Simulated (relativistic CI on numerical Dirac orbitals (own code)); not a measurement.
## What each ingredient does to the levels of Ho²¹⁺

Base calculation: Dirac-Coulomb-Breit CI, KLI orbitals optimised for each configuration, model QED (radiative potential, 1s self-energy scaled to tabulated hydrogen-like ionisation energies), unscaled Slater integrals.

CI space (outside the closed core [Ar] 3d10): 4s²4p⁶4d¹⁰, 4s²4p⁶4d⁹4f, 4s²4p⁵4d¹⁰4f, 4s²4p⁶4d⁹5s, 4s4p⁶4d¹⁰4f, 4s²4p⁶4d⁹5p, 4s²4p⁶4d⁹5d, 4s²4p⁵4d¹⁰5s, 4p⁶4d¹⁰4f², 4p⁶4d⁹4f³, 4p⁵4d¹⁰4f³, 4p⁶4d⁹4f²5s, 4p⁶4d⁹4f²5p, 4p⁶4d⁹4f²5d. Double excitations out of closed p, d and f shells are left out; levels of such configurations are missing from the list, as are those of other unlisted configurations, and high levels can miss mixing partners. These lack a partner that the ground configuration has and come out too high: 4s²4p⁵4d¹⁰5s.

Variants: (1) P86 correlation estimate; (2) configuration mixing switched off. Shifts of the energy above 4s²4p⁶4d¹⁰ ¹S0, in cm⁻¹, for the lowest level and the first level of each name with at least 55 % of one term (blank where a level changes its place among those of its configuration and J or its character, or is not in the variant):

| Level | Base | Δ(1) | Δ(2) |
| --- | --- | --- | --- |
| 4s²4p⁶4d¹⁰ ¹S0 | 0 | 0 | 0 |
| 4s²4p⁶4d⁹4f ³P°0 | 1246391 | +917 | -100 |
| 4s²4p⁶4d⁹4f ³P°1 | 1257538 | +917 | -104 |
| 4s²4p⁶4d⁹4f ³P°2 | 1279975 | +917 | -103 |
| 4s²4p⁶4d⁹4f ³H°5 | 1292957 | +917 | -118 |
| 4s²4p⁶4d⁹4f ³H°6 | 1295126 | +917 | -118 |
| 4s²4p⁶4d⁹4f ³F°3 | 1311621 | +917 | +347 |
| 4s²4p⁶4d⁹4f ³F°4 | 1325981 | +917 | +393 |
| 4s²4p⁶4d⁹4f ³G°5 | 1338360 | +917 | -118 |
| 4s²4p⁶4d⁹4f ³D°1 | 1341233 | +917 | -116 |
| 4s²4p⁶4d⁹4f ³G°3 | 1399092 | +917 | +129 |
| 4s²4p⁶4d⁹4f ¹F°3 | 1417245 | +917 | -67 |
| 4s²4p⁶4d⁹4f ¹P°1 | 1694851 | +929 | +510 |
| 4s²4p⁶4d⁹5s ³D3 | 1836808 | +11630 | +349 |
| 4s²4p⁶4d⁹5s ³D1 | 1909288 | +11630 | +374 |
| 4s²4p⁶4d⁹5p ³P°2 | 2104759 | +12815 | +2423 |
| 4s²4p⁶4d⁹5p ³F°2 | 2180410 | +12816 | +97 |
| 4s²4p⁶4d⁹5p ³F°4 | 2224037 | +12815 | -62 |
| 4s²4p⁶4d⁹5p ¹P°1 | 2231499 | +12806 | +2059 |
| 4s²4p⁶4d⁹5p ¹D°2 | 2231799 | +12815 | +1229 |
| 4s²4p⁶4d⁹5p ³D°3 | 2241874 | +12816 | -63 |
| 4s²4p⁶4d⁹5p ³P°0 | 2281837 | +12815 | +3059 |

At this charge energies of transitions that change n are usually good to better than 1 %, and those within a shell (Δn = 0) to a few per cent.

Ionisation energy from the two ground configurations alone: base 715.788 eV; P86 correlation estimate 717.785 eV. The NIST ASD value (theoretical) is 715 eV.

LS names give the leading component of a level, which can be under half, so a name can repeat, a term be missing and a line seem to break the LS rules.
